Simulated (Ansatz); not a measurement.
C12H16OTi (`C[C@@]12[C@H]3[C@H]4[C@H]5[C@@H]1[TiH]45321678([OH])[C@@H]2[C@H]1[C@H]6[C@@]7(C)[C@@H]28`), relaxed with RKS PBE0-D4/def2-TZVP in the Gaussian-basis code of Ansatz from a GFN2-xTB geometry. The force threshold is 0.005 eV/Å; the program also tests the step.

Total charge 0; spin multiplicity 1.

Start:

```xyz
30

C    -1.309    1.168    2.894
C    -1.492    1.125    1.404
C    -2.481    0.420    0.704
C    -2.396    0.771   -0.668
C    -1.357    1.695   -0.812
C    -0.757    1.881    0.459
Ti   -0.219   -0.298   -0.159
O     0.345   -0.886    1.380
C     1.418    0.904   -1.424
C     0.732    0.126   -2.374
C     0.976   -1.229   -2.079
C     1.818   -1.295   -0.944
C     2.390   -2.538   -0.334
C     2.083    0.029   -0.536
H    -1.672    2.122    3.284
H    -1.875    0.371    3.376
H    -0.256    1.075    3.167
H    -3.237   -0.217    1.144
H    -3.096    0.471   -1.437
H    -1.141    2.270   -1.705
H    -0.023    2.639    0.711
H    -1.074   -1.588   -0.492
H    -0.193   -1.182    2.123
H     1.548    1.979   -1.461
H     0.213    0.495   -3.251
H     0.668   -2.074   -2.681
H     3.441   -2.651   -0.613
H     1.844   -3.416   -0.676
H     2.328   -2.485    0.755
H     2.773    0.318    0.247
```

```
        step  energy (eV)  largest force (eV/Å)  largest move (Å)
           1  -37852.4062                 3.044             0.000
           2  -37852.8870                 1.541             0.195
           3  -37853.0030                 0.670             0.148
           4  -37853.0333                 0.212             0.088
           5  -37853.0375                 0.034             0.022
6 (rejected)  -37853.0362                 0.167             0.060
           7  -37853.0394                 0.016             0.030
           8  -37853.0406                 0.027             0.046
           9  -37853.0419                 0.057             0.078
          10  -37853.0428                 0.065             0.047
          11  -37853.0437                 0.047             0.050
          12  -37853.0440                 0.028             0.040
          13  -37853.0445                 0.016             0.012
          14  -37853.0448                 0.018             0.024
          15  -37853.0451                 0.028             0.034
          16  -37853.0454                 0.024             0.063
          17  -37853.0454                 0.014             0.004
          18  -37853.0455                 0.012             0.008
          19  -37853.0455                 0.009             0.004
          20  -37853.0455                 0.003             0.003
```

End:

```xyz
30

C    -1.152    1.275    2.814
C    -1.459    1.180    1.360
C    -2.344    0.278    0.747
C    -2.394    0.556   -0.641
C    -1.528    1.632   -0.887
C    -0.917    1.993    0.338
Ti   -0.184   -0.173   -0.182
O     0.268   -1.103    1.365
C     1.570    0.968   -1.263
C     0.832    0.296   -2.259
C     0.967   -1.091   -2.036
C     1.810   -1.285   -0.917
C     2.225   -2.590   -0.338
C     2.171   -0.007   -0.443
H    -1.719    2.093    3.269
H    -1.431    0.361    3.345
H    -0.092    1.462    2.992
H    -2.877   -0.520    1.245
H    -2.997    0.038   -1.368
H    -1.340    2.090   -1.845
H    -0.209    2.795    0.486
H    -1.055   -1.406   -0.912
H    -0.361   -1.156    2.085
H     1.665    2.037   -1.152
H     0.252    0.753   -3.045
H     0.536   -1.875   -2.638
H     3.262   -2.819   -0.602
H     1.595   -3.399   -0.710
H     2.140   -2.568    0.750
H     2.765    0.185    0.439
```

Hardware: 11 threads of an AMD EPYC 7R13 on a shared host and a whole NVIDIA H100 80 GB. Wall time 36 s, peak host memory 1.5 GiB.
